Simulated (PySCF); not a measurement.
# Frontier orbitals and the lowest excitations

Compound: C7H6N2Se.
SMILES with atom numbers: `[CH:1]#[C:2][c:3]1[n:4][se:5][n:6][c:7]1[CH:8]1[CH2:9][CH2:10]1` (hydrogens: H11 on C1; H12 on C8; H13, H14 on C9; H15, H16 on C10)

Cartesian coordinates in Å at the PBE0-D3(BJ)/def2-SVP level; atoms count from 1:
```xyz
16
C7H6N2Se angstrom
C      0.662    2.804    1.717
C      1.061    1.717    1.358
C      1.497    0.431    0.919
N      2.687   -0.022    1.235
Se     2.857   -1.642    0.503
N      1.213   -1.592   -0.216
C      0.663   -0.451    0.100
C     -0.697   -0.094   -0.348
C     -1.158   -0.533   -1.717
C     -1.729   -1.183   -0.506
H      0.323    3.772    2.039
H     -1.039    0.880    0.009
H     -0.435   -1.105   -2.304
H     -1.777    0.166   -2.285
H     -2.755   -0.948   -0.213
H     -1.393   -2.196   -0.271
```

Computed with TDDFT wB97X-D/def2-SVPD, vertical, gas phase, core orbitals frozen in the response (PySCF). The wB97X-D/def2-SVPD calculation is non-relativistic and has no spin–orbit coupling, an omission that weighs most on selenium.

Kohn–Sham orbitals with the atoms that hold most of them (Löwdin shares over 4%, at most four atoms; ? is withheld):

```csv
orbital,ε (eV),atoms
HOMO-3,-10.63,"N4 28%, C10 15%, C9 14%, C7 8%"
HOMO-2,-10.10,"N6 27%, C1 22%, C2 21%, N4 14%"
HOMO-1,-10.03,"N6 19%, N4 18%, C1 14%, C2 13%"
HOMO,-8.63,?
LUMO,-0.38,?
LUMO+1,0.93,"Se5 71%, N4 10%, N6 9%"
LUMO+2,1.57,"C7 23%, N6 17%, C1 14%, C2 13%"
```

**Question.** Give the leading atoms of the LUMO.

**Answer.** N4 (bonded to C and Se) 26%; Se5 (bonded to 2 N) 19%; N6 (bonded to C and Se) 15%; C3 (bonded to 2 C and N) 14%. By element: nitrogen 41%, selenium 19%, carbon 14% or more.

**Question.** Which atoms hold the HOMO, and with what shares?

**Answer.** Se5 (bonded to 2 N) 40%; C3 (bonded to 2 C and N) 10%; C1 (bonded to C and H) 10%; C7 (bonded to 2 C and N) 9%. By element: selenium 40%, carbon 29% or more.

**Question.** The HOMO–LUMO gap is 8.26 eV. Where does the response calculation put the lowest singlet, and from which orbitals?

**Answer.** S1 is at 4.39 eV (f = 0.252), 3.86 eV below the gap, made of HOMO→LUMO (95%). Without the coupling terms of the response equations the lowest excitation would equal the gap.

**Question.** One configuration dominates each of S1, S3 and S5. Which, and how do the shares of the two leading atoms of either orbital change from the occupied to the empty one?

**Answer.** 
- S1 (4.39 eV, f 0.252), HOMO→LUMO (95%): Se5 40% → 19%, C3 10% → 14%, N4 at most 9% → 26%
- S3 (4.86 eV, f 0.0000), HOMO→LUMO+1 (78%): Se5 40% → 71%, C3 10% → at most 4%, N4 at most 9% → 10%
- S5 (5.60 eV, f 0.051), HOMO-1→LUMO (74%): N6 19% → 15%, N4 18% → 26%, Se5 at most 13% → 19%

One conformer stands for the species.
